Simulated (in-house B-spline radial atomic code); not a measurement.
How numerical settings move a run on Pm III (Pm2+), [Xe] 4f5. Computed with a B-spline radial code for spherical atoms: Dirac-Kohn-Sham PBE, spherical fractional occupations, Fermi nucleus of rms radius 4.962 fm.

Command:
```bash
python run_scf.py task.json out
```
Settings of the sound reference run:
```
Z                61
electrons        59
configuration    [Xe] 4f5
hamiltonian      dirac
method           pbe,pbe
spin_polarised   False
nucleus          fermi
rms_radius       4.961999
mass_number      145
atomic_mass      144.9128
speed_of_light   137.036
knot_spacing     0.22
spline_order     8
gauss_points     12
box_radius       22.22
max_iterations   70
damping          0.5
damped_steps     3
diis_vectors     10
tolerance        1e-08
start            Thomas-Fermi
```

Run time, properties included: 2.3 s on 1 thread of Arm Neoverse N1 (shared host).

It converges in 10 iterations to -10025.914044 hartree, with 4f7/2 at -14.9717 eV. The other runs change the listed settings, some to values that make no sense; their results aren't properties of the atom or ion. Radii are in bohr (the nuclear one in fm), a minus after a letter asks for a j subshell, and «unchanged» means within 1e-8 hartree. The run stops when the residual is below 10 × tolerance × max(1, Z/10), or a noise floor if that is larger, and the energy moves by less than 1e-8 × √|E| hartree; so very loose and very tight tolerances often act alike.

| changed settings | outcome |
| --- | --- |
| diis_vectors = 0 | converged in 18 iterations, energy unchanged, 4f7/2 level +6.5e-06 eV |
| diis_vectors = 4 | converged in 10 iterations, energy unchanged, 4f7/2 level -6.9e-05 eV |
| gauss_points = 16, max_iterations = 3 | not converged after 3 iterations, last residual 1.4e-01, last energy +5.30e-01 hartree from the reference |
| electrons = 62, configuration = [Xe] 4f5 6s3, max_iterations = 100 | stopped with error: shell 6s holds at most 2 electrons |
| box_radius = 3.33 | converged in 9 iterations, energy +3.59e-01 hartree from the reference, 4f7/2 level +5.0e+00 eV (the program warns: 4f7/2 reaches the box edge; 4d3/2 reaches the box edge) |
| electrons = 67, configuration = [Xe] 4f5 7s2 7p6, max_iterations = 50 | converged in 12 iterations to -10025.4186 hartree, a different physical problem (warning: 4f7/2 has a positive eigenvalue: unbound, held by the box) |
| box_radius = 0.89 | converged in 8 iterations, energy +4.04e+02 hartree from the reference, 4f7/2 level +4.9e+02 eV (the program warns: 4f7/2 has a positive eigenvalue: unbound, held by the box; 4s1/2 has a positive eigenvalue: unbound, held by the box) |
| gauss_points = 5 | converged in 10 iterations, energy -1.72e-07 hartree from the reference |
| gauss_points = 3 | converged in 10 iterations, energy +7.70e-04 hartree from the reference, 4f7/2 level -3.1e-05 eV |
| gauss_points = 5, max_iterations = 60, damping = 0.2 | converged in 12 iterations, energy -1.72e-07 hartree from the reference, 4f7/2 level +1.6e-05 eV |
| gauss_points = 4 | converged in 10 iterations, energy +8.68e-06 hartree from the reference, 4f7/2 level -7.4e-07 eV |
| box_radius = 1.33 | converged in 8 iterations, energy +7.51e+01 hartree from the reference, 4f7/2 level +1.6e+02 eV (the program warns: 4f7/2 has a positive eigenvalue: unbound, held by the box; 4d3/2 has a positive eigenvalue: unbound, held by the box) |
| knot_spacing = 0.55, spline_order = 7, gauss_points = 6, first_knot = 1.64e-05, max_iterations = 60 | converged in 10 iterations, energy +8.78e-01 hartree from the reference, 4f7/2 level -3.3e-01 eV |
| box_radius = 6.67 | converged in 10 iterations, energy +2.53e-04 hartree from the reference, 4f7/2 level +2.3e-02 eV (the program warns: 4f7/2 reaches the box edge; 5s1/2 reaches the box edge) |
| diis_vectors = 1 | not converged after 70 iterations, last residual 2.1e+00, last energy +1.94e+02 hartree from the reference |

Task: What happens with box_radius = 2.22?

Result: Converged in 9 iterations, energy +5.69e+00 hartree from the reference, 4f7/2 level +3.1e+01 eV (the program warns: 4f7/2 has a positive eigenvalue: unbound, held by the box; 5p3/2 has a positive eigenvalue: unbound, held by the box).

Task: What happens with spline_order = 10, box_radius = 4.44, max_iterations = 60, damped_steps = 1?

Result: Converged in 10 iterations, energy +2.60e-02 hartree from the reference, 4f7/2 level +7.9e-01 eV (the program warns: 4f7/2 reaches the box edge; 5s1/2 reaches the box edge).

Task: What happens with box_radius = 0.89, max_iterations = 75, tolerance = 0.001?

Result: Converged in 7 iterations, energy +4.04e+02 hartree from the reference, 4f7/2 level +4.9e+02 eV (the program warns: 4f7/2 has a positive eigenvalue: unbound, held by the box; 4s1/2 has a positive eigenvalue: unbound, held by the box).

Task: What happens with diis_vectors = 2?

Result: Converged in 15 iterations, energy unchanged, 4f7/2 level +2.6e-05 eV.
